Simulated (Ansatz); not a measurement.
Reaction (ligand exchange at the Si–C bond): `CO[SiH](C)N` + HBr → `CO[SiH](N)Br` + CH₄

Gas-phase electronic energies from Ansatz, PBE0-D4/def2-TZVP geometries. CCSD(T)/CBS is the MP2 limit (def2-TZVPP, def2-QZVPP) plus CCSD(T) − MP2 in def2-TZVPP, frozen cores. This one scheme is used for every species. DFT in def2-TZVPP. For Br outer-core shells are correlated without core-valence functions, which leaves a few kJ/mol of doubt a bond. Scalar relativity is left out up to krypton. One conformer a species, not always the lowest.

`CO[SiH](C)N`:

Z-matrix (Å, degrees):
```
C
O 1 1.405
H 1 1.092 2 108.6
H 1 1.097 2 111.6 3 -119.1
H 1 1.097 2 111.7 3 119.3
Si 2 1.650 1 123.3 3 -170.9
N 6 1.710 2 114.4 1 58.8
C 6 1.863 2 110.9 1 -62.1
H 6 1.482 2 102.2 1 177.2
H 7 1.006 6 123.2 2 64.0
H 7 1.005 6 122.6 2 -98.8
H 8 1.092 6 110.6 2 -51.5
H 8 1.094 6 111.5 2 68.3
H 8 1.092 6 110.8 2 -171.5
```

HBr:

```xyz
2

Br   -0.311    0.475   -0.426
H     0.311   -0.475    0.426
```

`CO[SiH](N)Br`:

Cartesian coordinates in Å:
```
C 1.336 -1.376 0.104
O 0.057 -0.830 -0.137
Si -0.295 0.761 -0.078
N -1.931 1.083 -0.348
Br 0.222 1.492 1.963
H 1.633 -1.230 1.147
H 2.095 -0.923 -0.544
H 1.292 -2.445 -0.106
H 0.530 1.498 -1.060
H -2.306 1.100 -1.282
H -2.632 0.871 0.342
```

CH₄:

Z-matrix (Å, degrees):
```
C
H 1 1.090
H 1 1.090 2 109.5
H 1 1.090 2 109.5 3 -120.0
H 1 1.090 2 109.5 3 120.0
```

```json
{"species": "`CO[SiH](C)N`", "r2SCAN energy (Eh)": "-501.13177"}
{"species": "HBr", "r2SCAN energy (Eh)": "-2574.74141"}
{"species": "`CO[SiH](N)Br`", "r2SCAN energy (Eh)": "-3035.41559"}
{"species": "CH₄", "r2SCAN energy (Eh)": "-40.50087"}
```

Q: Work out ΔE.

A: ΔE = (-3035.41559) + (-40.50087) − (-501.13177) − (-2574.74141) = -0.04328 Eh = -27.2 kcal/mol. CCSD(T)/CBS gives -26.8 kcal/mol.

Largest T1 diagnostic among the species: 0.010.

In def2-TZVPP, CCSD(T) changes the Hartree–Fock value by +2.7 kcal/mol (the triples alone add +0.0 kcal/mol) and MP2 by +1.0 kcal/mol.
